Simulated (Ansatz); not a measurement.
(Me2B-mu-NH2)2 (C4H16B2N2), relaxed as a singlet with RKS r2SCAN-D4/def2-SVP in Ansatz, starting from the GFN2-xTB geometry. Force threshold 0.02 eV/Å.

Start:

Cartesian coordinates in Å:
```
B 1.0634 0.3328 -0.0320
B -1.0631 -0.3330 0.0327
C 2.0376 0.2178 1.2519
C 1.7217 0.9602 -1.3673
C -1.7255 -0.9612 1.3657
C -2.0343 -0.2159 -1.2531
N 0.3161 -1.0411 -0.3303
N -0.3153 1.0401 0.3337
H 2.8990 -0.4166 1.0497
H 1.5294 -0.2014 2.1198
H 2.4304 1.1880 1.5497
H 2.0691 1.9787 -1.2056
H 1.0192 0.9910 -2.1994
H 2.5856 0.3880 -1.6994
H 0.3883 -1.3644 -1.2868
H 0.5735 -1.8043 0.2828
H -1.0264 -0.9893 2.2007
H -2.5924 -0.3914 1.6940
H -2.0693 -1.9809 1.2033
H -2.4275 -1.1853 -1.5528
H -2.8954 0.4184 -1.0518
H -1.5242 0.2038 -2.1195
H -0.5732 1.8050 -0.2771
H -0.3867 1.3609 1.2912
```

**Question.** Estimate the energy that the relaxation releases and the steps that it takes.

**Answer.** 2.2 kcal/mol, in 5 steps; 17 s on 4 threads of Arm Neoverse V2 on a shared host. No frequencies were taken in this run, so the end may be a saddle point.

**Question.** Does the start keep its bonding?

**Answer.** By distances, no bond broke or formed. The bond that changes most is B1–N7, from 1.59 to 1.62 Å (atoms count from 1).

**Question.** Predict the relaxed structure.

**Answer.** 
| atom | x (Å) | y (Å) | z (Å) |
| --- | --- | --- | --- |
| B1 | 1.078 | 0.338 | -0.032 |
| B2 | -1.078 | -0.338 | 0.033 |
| C3 | 2.037 | 0.221 | 1.251 |
| C4 | 1.725 | 0.959 | -1.365 |
| C5 | -1.726 | -0.959 | 1.365 |
| C6 | -2.035 | -0.221 | -1.252 |
| N7 | 0.323 | -1.063 | -0.338 |
| N8 | -0.323 | 1.063 | 0.339 |
| H9 | 2.918 | -0.410 | 1.039 |
| H10 | 1.535 | -0.212 | 2.136 |
| H11 | 2.426 | 1.210 | 1.554 |
| H12 | 2.098 | 1.984 | -1.191 |
| H13 | 1.017 | 1.013 | -2.213 |
| H14 | 2.591 | 0.365 | -1.706 |
| H15 | 0.397 | -1.389 | -1.301 |
| H16 | 0.584 | -1.833 | 0.277 |
| H17 | -1.019 | -1.013 | 2.213 |
| H18 | -2.593 | -0.365 | 1.705 |
| H19 | -2.099 | -1.984 | 1.190 |
| H20 | -2.425 | -1.209 | -1.555 |
| H21 | -2.917 | 0.410 | -1.040 |
| H22 | -1.532 | 0.213 | -2.136 |
| H23 | -0.584 | 1.834 | -0.275 |
| H24 | -0.396 | 1.388 | 1.302 |
Bond lengths: 4 × B–C 1.61 Å; 4 × B–N 1.62 Å; 12 × C–H 1.10 to 1.11 Å; 4 × H–N 1.02 Å.
